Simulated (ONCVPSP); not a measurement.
# Which change was made? (Si, ONCV)

- Element: silicon (Si)
- Generator: ONCVPSP 4.0.1
- Type: optimised norm-conserving Vanderbilt (ONCV)
- Functional: PBE
- Relativity: scalar-relativistic
- Frozen core: [Ne]
- Valence charge: 4
- Reference configuration: 3s2 3p2
- Partial waves: 3s: rc 1.95 bohr, ncon 5, nbas 8, qcut 4.1 1/bohr, 2 projectors, debl 2.1 Ha; 3p: rc 1.75 bohr, ncon 4, nbas 9, qcut 5.3 1/bohr, 3 projectors, debl 1.6 Ha; d scattering state at 0.14 Ha: rc 1.60 bohr, ncon 3, nbas 7, qcut 7.1 1/bohr, 1 projector
- Local potential: polynomial inside 1.40 bohr (lpopt 5, dvloc0 0 Ha)
- Core correction: Teter function, fcfact 4.5, rcfact 1.45

Cutoffs, loose and tight: the cutoffs (Ha) at which the residual kinetic energy of the hardest occupied pseudo-wave falls to 1 and 0.1 mHa per electron. They do not see the model core or the augmentation charge, which bear on the density cutoff. Test errors are all-electron minus pseudo excitation energies from the reference, over the configurations 3s2 3p1; 3s2 3p0; 3s1 3p0; 3s1 3p3; variants that change the core or the reference have their own tests.

The base gives: outcome: generated; cutoff, loose: 7.7 Ha; cutoff, tight: 18 Ha; bound ghosts: p; GHOST(+) flags above zero: s; largest test error (meV): +8.2.

**Question.** After one change the result is: outcome: generated; cutoff, loose: 7.7 Ha; cutoff, tight: 18 Ha; bound ghosts: p; GHOST(+) flags above zero: s; largest test error (meV): -808. Which change was it?
A. core correction Teter function, fcfact 4.5, rcfact 1.82
B. core correction Teter function, fcfact 4.5, rcfact 1.36
C. core correction Teter function, fcfact 4.5, rcfact 2.04
D. core correction Teter function, fcfact 4.5, rcfact 0.94

**Answer.** C. The others give: core correction Teter function, fcfact 4.5, rcfact 1.36 → outcome: generated; cutoff, loose: 7.7 Ha; cutoff, tight: 18 Ha; bound ghosts: p; GHOST(+) flags above zero: s; largest test error (meV): +47 | core correction Teter function, fcfact 4.5, rcfact 1.82 → outcome: generated; cutoff, loose: 7.7 Ha; cutoff, tight: 18 Ha; bound ghosts: p; GHOST(+) flags above zero: s; largest test error (meV): -438 | core correction Teter function, fcfact 4.5, rcfact 0.94 → outcome: generated; cutoff, loose: 7.7 Ha; cutoff, tight: 18 Ha; bound ghosts: p; GHOST(+) flags above zero: s; largest test error (meV): +78.
